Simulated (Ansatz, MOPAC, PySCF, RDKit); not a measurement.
Dimer: CH5N (SMILES CN) (first 7 atoms) with CH2O2 (SMILES O=CO); geometry from B3LYP-D3(BJ)/def2-TZVP, rigid monomers moved along the line of their centres of mass till N2···H12 is 1.91 Å.
(charge 0, multiplicity 1):
```json
[
 {"atom": "C", "x (Å)": "0.1951", "y (Å)": "0.6462", "z (Å)": "0.1549"},
 {"atom": "N", "x (Å)": "-0.5601", "y (Å)": "-0.4425", "z (Å)": "0.7931"},
 {"atom": "H", "x (Å)": "0.9855", "y (Å)": "0.9585", "z (Å)": "0.8359"},
 {"atom": "H", "x (Å)": "-0.4698", "y (Å)": "1.4936", "z (Å)": "-0.0117"},
 {"atom": "H", "x (Å)": "0.6467", "y (Å)": "0.3639", "z (Å)": "-0.8006"},
 {"atom": "H", "x (Å)": "0.0563", "y (Å)": "-1.2240", "z (Å)": "0.9904"},
 {"atom": "H", "x (Å)": "-1.3030", "y (Å)": "-0.7782", "z (Å)": "0.1909"},
 {"atom": "O", "x (Å)": "1.2209", "y (Å)": "-0.1268", "z (Å)": "3.6174"},
 {"atom": "C", "x (Å)": "0.2044", "y (Å)": "0.2547", "z (Å)": "4.1489"},
 {"atom": "O", "x (Å)": "-0.9802", "y (Å)": "0.3608", "z (Å)": "3.5741"},
 {"atom": "H", "x (Å)": "0.1598", "y (Å)": "0.5645", "z (Å)": "5.2038"},
 {"atom": "H", "x (Å)": "-0.9055", "y (Å)": "0.0552", "z (Å)": "2.6017"}
]
```

Monomers are frozen at their geometry in the pair; levels with a basis set take the counterpoise correction. RDKit's UFF carries no charges.

Correlated levels freeze the cores. The state that AM1, PM7 reach isn't checked; PM7 holds dispersion and hydrogen-bond terms.

Programs: Ansatz (Gaussian orbitals); MOPAC for AM1, PM7 (differences of heats of formation); PySCF for the dispersion terms; RDKit for the force fields. Each number belongs to the level named beside it.

```tsv
level	interaction energy (kcal/mol)
UFF	30.26
AM1	-3.12
PM7	-10.15
PBE-D4/def2-TZVPPD	-14.35
r2SCAN-D3(BJ)/def2-TZVPPD	-14.27
PBE0-D3(BJ)/def2-TZVPPD	-14.29
wB97M-V/def2-TZVPPD	?
SCS-MP2/aug-cc-pVDZ	-11.56
CCSD/aug-cc-pVDZ	-11.75
```

Question: Some entries are withheld; supply them.

Answer: 
- wB97M-V/def2-TZVPPD, interaction energy (kcal/mol): -13.42

Ansatz is a first-principles code.
